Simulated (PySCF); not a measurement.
Species: Ge₄H₁₀.
Geometry (PBE0-D3(BJ)/def2-SVP, Å), atoms numbered from 1 in this order:
```
atom  x, y, z in Å
Ge1   -0.1175    2.2026   -0.7701
Ge2    0.0850    0.1580    0.5181
Ge3    2.0177   -1.1327   -0.1763
Ge4   -1.9307   -1.1534    0.2081
H5     1.1072    3.1122   -0.5614
H6    -0.2243    1.8561   -2.2673
H7    -1.3857    2.9701   -0.3507
H8     0.2320    0.5183    2.0130
H9     3.3155   -0.3286    0.0276
H10    1.8879   -1.4884   -1.6685
H11    2.1093   -2.4389    0.6353
H12   -1.9201   -2.4028    1.1091
H13   -3.1790   -0.3120    0.5387
H14   -2.0180   -1.6053   -1.2617
```

Method used: PySCF 2.14.0, density-fitted response routines, TDDFT PBE0/def2-SVPD, vertical, gas phase, core orbitals frozen in the response. Relativistic effects, spin–orbit coupling among them, are left out although an element past zinc is present.

Kohn–Sham orbitals with the atoms that hold most of them (Löwdin shares over 4%, at most four atoms; ? is withheld):

```
orbital  ε (eV)                               atoms
 HOMO-3   -9.54  Ge4 17%, Ge1 16%, Ge3 14%, H13 11%
 HOMO-2   -8.79     Ge2 29%, H8 23%, Ge4 9%, Ge1 9%
 HOMO-1   -7.81                                   ?
   HOMO   -7.77                                   ?
   LUMO   -0.35  Ge3 17%, Ge1 16%, Ge2 15%, Ge4 13%
 LUMO+1   -0.16  Ge2 18%, Ge4 16%, Ge3 15%, Ge1 15%
 LUMO+2   -0.12  Ge2 18%, Ge3 17%, Ge1 15%, Ge4 15%
```

Q: Give the leading atoms of the HOMO-1.

A: Ge2 (bonded to 3 Ge and H) 30%; Ge3 (bonded to Ge and 3 H) 25%; Ge1 (bonded to Ge and 3 H) 16%; H11 (bonded to Ge) 5%. By element: germanium 71% or more, hydrogen 5% or more.

Q: Give the leading atoms of the HOMO.

A: Ge2 (bonded to 3 Ge and H) 30%; Ge4 (bonded to Ge and 3 H) 26%; Ge1 (bonded to Ge and 3 H) 15%; Ge3 (bonded to Ge and 3 H) 5%.

Q: How does S1 compare with the orbital gap of 7.42 eV?

A: S1 is at 6.46 eV (f = 0.126), 0.96 eV below the gap, made of HOMO→LUMO (82%). Without the coupling terms of the response equations the lowest excitation would equal the gap.

Next come S2 at 6.50 eV (f 0.058), HOMO-1→LUMO (39%), HOMO→LUMO+2 (38%), HOMO-1→LUMO+1 (10%); S3 at 6.52 eV (f 0.064), HOMO-1→LUMO+1 (47%), HOMO-1→LUMO (32%), HOMO→LUMO+2 (11%); S4 at 6.62 eV (f 0.030), HOMO→LUMO+1 (45%), HOMO-1→LUMO+2 (42%); S5 at 6.63 eV (f 0.0006), HOMO→LUMO+3 (96%).

Orbitals of the list HOMO-3 to LUMO+2 that lie within 0.01 eV of each other are written together with a slash and their weights summed (≥ marks a lower bound); for degenerate orbitals outside that list single weights are arbitrary.
